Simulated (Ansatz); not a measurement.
Geometry optimisation, Ansatz 0.2.0, RKS B3LYP-D4/def2-SVP.

input.yaml

```yaml
crystal:
  periodic: [false, false, false]
  atoms:
    - { symbol: Hf, position_ang: [0.0, 0.0, 0.0] }
    - { symbol: Cl, position_ang: [0.0, 0.0, 2.52] }
    - { symbol: F, position_ang: [1.8671, 0.0, -0.6593] }
    - { symbol: O, position_ang: [-0.975, 1.6891, -0.6893] }
    - { symbol: H, position_ang: [-1.9328, 1.4584, -0.9117] }
    - { symbol: F, position_ang: [-0.9326, -1.6157, -0.6593] }
basis:
  gaussian: { orbitals: def2-SVP }
hamiltonian:
  xc: b3lyp
  dispersion: d4
relax:
  f_tol: 0.02
  max_steps: 40
```

Run as:

```bash
$ ansatz run input.yaml --threads 2 --pin off --max-ram 3072MiB --backend cpu --events-out ev --progress --plain --runs-dir out
```

Problem. Where does it end, and by what steps?

Solution. The run converged. After 7 steps the energy has fallen by 0.718 eV; H5 moved furthest, 0.57 Å.

```tsv
step	energy less start (eV)	largest force component (eV/Å)	accepted
0	0.0000	2.866	yes
1	-0.4545	1.835	yes
2	-0.5933	0.460	yes
3	-0.6242	0.378	yes
4	-0.6448	1.641	yes
5	-0.7138	0.221	yes
6	-0.7177	0.065	yes
7	-0.7180	0.013	yes
```

```xyz
6
Properties=species:S:1:pos:R:3
Hf -0.055 -0.088 0.035
Cl 0.014 -0.013 2.403
F 1.712 0.122 -0.670
O -1.176 1.302 -0.637
H -1.737 1.993 -0.992
F -0.732 -1.784 -0.539
```

Whether the end is a true minimum wasn't checked by a vibrational analysis.

Run time: 22 s on 2 threads of Arm Neoverse V2, with other jobs on the host, peak memory 0.21 GiB.
